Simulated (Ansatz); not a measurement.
Molecule: SiCl₂, charge 0, multiplicity 1. SMILES: Cl[Si]Cl
Geometry: optimised at B3LYP-D3(BJ)/def2-TZVP (Ansatz, a program for electronic structure).

Parts of the frozen-core correlation energy in STO-3G (Ansatz, hartree). Frozen orbitals: 15; correlated occupied orbitals by spin: 9 and 9; virtual: 3 and 3. No spin-orbit coupling. No relativistic terms.

```csv
term,value
reference (HF),-1194.84471
MP2 opposite-spin,-0.03296
MP2 same-spin,-0.00561
CCSD correlation,-0.05115
(T),-0.00233
FCI minus CCSD(T),-0.00046
T1 diagnostic,0.012
largest doubles amplitude,0.083
```
